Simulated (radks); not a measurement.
Values are calculated unless marked as measured or tabulated.
Problem. Spherical quantum dot in the effective-mass picture: electrons in a parabolic well V = omega^2 r^2 / 2 with omega = 0.866, with a point charge +2 (a donor) at the centre, all in effective atomic units (hartree* = m*/eps^2 hartree, bohr* = eps/m* bohr), one dielectric constant everywhere. Level of theory: non-relativistic Kohn-Sham, exchange-only LDA, spin-polarised, spherical densities (a radial shooting solver with Libxc functionals). Levels are named by radial order and angular momentum (1s, 1p, 1d, 2s, ...), and open shells are averaged over m. At N = 23 the configuration is 1s2 1p6 1d10 2s2 1f(up 3, down 0). Does electron 24 go into 1f down or 1f up or 2p up?

Solution. Into 1f up. The total energies of the other choices lie higher by 0.0436 hartree* (2p up), 0.0466 hartree* (1f down).
